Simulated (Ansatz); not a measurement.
Reaction (formal hydrolysis of a Zr–O bond): `C[O][Zr]([F])([F])[Br]` + H₂O → `[OH][Zr]([F])([F])[Br]` + CH₃OH

Computed with Ansatz on PBE0-D4/def2-TZVP structures; ΔE is electronic, products minus reactants. CBS: MP2 limit from def2 TZ/QZ plus the TZ coupled-cluster correction, frozen cores. This one scheme is used for every species. DFT in def2-TZVPP. B3LYP here is the variant with VWN-RPA as its local correlation; programs differ in this. HSE06 is defined as in plane-wave codes. Elements past krypton have def2 core potentials. For Br, Zr outer-core shells are correlated without core-valence functions, which leaves a few kJ/mol of doubt a bond. Scalar relativity is left out up to krypton. One conformer a species, not always the lowest.

```
             level  ΔE (kJ/mol)  difference from CCSD(T)/CBS
       LDA (SPW92)         15.3                         -3.1
         revPBE-D4         16.8                         -1.6
           BLYP-D4         17.8                         -0.6
         r2SCAN-D4         15.1                         -3.3
            B97M-V         14.4                         -4.0
           PBE0-D4         15.6                         -2.8
          B3LYP-D4         16.9                         -1.5
        r2SCANh-D4         14.8                         -3.6
        r2SCAN0-D4         14.4                         -4.0
          HSE06-D4         15.7                         -2.7
          BHLYP-D4         15.8                         -2.6
      CAM-B3LYP-D4         14.5                         -3.9
           ωB97X-V         12.9                         -5.5
           ωB97M-V         12.7                         -5.7
            B2PLYP         16.7                         -1.7
          PBE-QIDH         16.8                         -1.6
               PBE         14.2                         -4.2
            revPBE         13.9                         -4.5
              BLYP         13.9                         -4.5
            r2SCAN         14.2                         -4.2
              PBE0         13.4                         -5.0
             B3LYP         13.5                         -4.9
           r2SCANh         13.9                         -4.5
           r2SCAN0         13.4                         -5.0
             BHLYP         12.3                         -6.1
         CAM-B3LYP         12.1                         -6.3
           LC-ωPBE         11.1                         -7.3
RPA@PBE/def2-TZVPP         19.1                          0.7
       HF/def2-SVP          9.3                         -9.1
      MP2/def2-SVP         17.5                         -0.9
  CCSD(T)/def2-SVP         16.5                         -1.9
    MP2/def2-TZVPP         21.7                          3.3
SCS-MP2/def2-TZVPP         19.5                          1.1
   CCSD/def2-TZVPP         17.4                         -1.0
     HF/def2-QZVPP         10.6                         -7.8
    MP2/def2-QZVPP         21.3                          2.9
SCS-MP2/def2-QZVPP         19.1                          0.7
      HF/CBS(def2)         10.7                         -7.7
     MP2/CBS(def2)         20.8                          2.4
    CCSD/CBS(def2)         16.5                         -1.9
       CCSD(T)/CBS         18.4                            0
```

**Question.** What do rigid-rotor, harmonic-oscillator terms from PBE0-D4/def2-TZVP frequencies (298.15 K, 1 bar) make of the CCSD(T)/CBS value? (An estimate is asked.)

**Answer.** Ansatz gave: ΔZPE = +1.7 kJ/mol, ΔH = +17.5 kJ/mol, ΔS = 3 J/(mol·K), ΔG = +16.5 kJ/mol. Modes under 50 cm⁻¹ make the entropy rough.

Largest T1 diagnostic among the species: 0.015.

The D4 term adds +3.4 kJ/mol with B3LYP and +2.2 kJ/mol with PBE0; it sums over pairs of atoms, weighted by their polarisabilities, and B3LYP, whose exchange is more repulsive, gets the larger term. In def2-TZVPP, CCSD(T) changes the Hartree–Fock value by +9.2 kJ/mol (the triples alone add +2.0 kJ/mol) and MP2 by +11.6 kJ/mol. Leaving LDA and LC-ωPBE aside and taking each functional with its dispersion term where it has one, the values spread over 5.1 kJ/mol, from ωB97M-V to BLYP-D4.
